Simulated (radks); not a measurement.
Values are calculated unless marked as measured or tabulated.
Coulomb parameter of the 4f shell of the neodymium ion Nd2+ in the model configuration [Xe] 4f3 6s1, as a second difference U = [E(n + 0.25) + E(n - 0.25) - 2 E(n)] / (0.25)^2 with all orbitals relaxed. "Bare": the charge of the atom changes with n. "Screened": the 6s shell takes up the change at fixed total charge, which measures U(4f,4f) + U(6s,6s) - 2 U(4f,6s). Code: a radial shooting solver on a logarithmic mesh with Libxc functionals. Model: scalar-relativistic Kohn-Sham, PBE, spin-unpolarised, spherical densities, point nucleus.

| case | configuration | E - E(n) (eV) |
|---|---|---|
| start | [Xe] 4f3 6s1 | 0.000 |
| bare +0.25 | [Xe] 4f3.25 6s1 | -5.155 |
| bare -0.25 | [Xe] 4f2.75 6s1 | 6.197 |
| screened +0.25 | [Xe] 4f3.25 6s0.75 | -1.616 |
| screened -0.25 | [Xe] 4f2.75 6s1.25 | 2.054 |

U(bare) = 16.674 eV, U(screened by 6s) = 7.005 eV, against the Slater integral F0(4f,4f) = 25.849 eV with frozen orbitals.
